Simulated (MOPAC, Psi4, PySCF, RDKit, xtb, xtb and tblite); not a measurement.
Two geometries of SMILES CC(C)CCC#N, relaxed at GFN2-xTB with one dihedral held; other torsions can differ between them too.

Structure A

```
18

C     -0.9872     1.3403     0.0367
C     -0.5894    -0.1231     0.2181
C     -1.7567    -1.0311    -0.1650
C      0.6385    -0.4881    -0.6245
C      1.9228     0.2265    -0.1822
C      2.2576    -0.0947     1.1812
N      2.5173    -0.3584     2.2629
H     -1.9033     1.5482     0.5843
H     -0.2189     2.0120     0.4118
H     -1.1613     1.5605    -1.0152
H     -0.3473    -0.2928     1.2734
H     -2.0174    -0.8925    -1.2126
H     -2.6312    -0.8015     0.4388
H     -1.4999    -2.0765    -0.0093
H      0.8015    -1.5668    -0.5603
H      0.4463    -0.2403    -1.6713
H      1.8125     1.3105    -0.2659
H      2.7580    -0.0814    -0.8184
```

Structure B

```
18

C     -0.9632     1.3419     0.0131
C     -0.5862    -0.1244     0.2147
C     -1.7618    -1.0250    -0.1581
C      0.6408    -0.5040    -0.6203
C      1.9080     0.2606    -0.2006
C      3.0859    -0.5302    -0.4447
N      4.0080    -1.1782    -0.6366
H     -1.8532     1.5849     0.5889
H     -0.1634     2.0046     0.3347
H     -1.1730     1.5371    -1.0367
H     -0.3498    -0.2850     1.2732
H     -2.0239    -0.8928    -1.2057
H     -2.6330    -0.7827     0.4459
H     -1.5131    -2.0713     0.0040
H      0.8222    -1.5754    -0.4986
H      0.4375    -0.3242    -1.6776
H      1.8767     0.4732     0.8732
H      1.9992     1.2080    -0.7363
```

Q: Which is lower in energy at the level Psi4 with PBE0-D3(BJ)/def2-SVP // GFN2-xTB, and by how much?

A: A is lower, by 7.24 kJ/mol (dihedral C2–C4–C5–C6: 60° in A, 150° in B).

E(B) − E(A) in kJ/mol at the other levels, on the same two geometries: GFN2-xTB (xtb and tblite) 3.29; MMFF94 // GFN2-xTB (RDKit) 3.69; PBE0/def2-SVP // GFN2-xTB (Psi4) 6.01; PBE/def2-SVP // GFN2-xTB (Psi4) 5.93; PBE-D3(BJ)/def2-SVP // GFN2-xTB (Psi4) 7.21; UFF // GFN2-xTB (RDKit) 1.77; PM7, restricted, heats of formation // GFN2-xTB (MOPAC) 2.64; AM1, restricted, heats of formation // GFN2-xTB (MOPAC) -0.20; GFN1-xTB // GFN2-xTB (xtb) 3.93; restricted B3LYP/6-31G*, spherical d, density fitting // GFN2-xTB (PySCF) 4.89; restricted B3LYP/3-21G // GFN2-xTB (PySCF) 6.08; restricted Hartree-Fock/LANL2DZ // GFN2-xTB (PySCF) 3.92; restricted Hartree-Fock/6-31G*, spherical d, density fitting // GFN2-xTB (PySCF) 4.32.
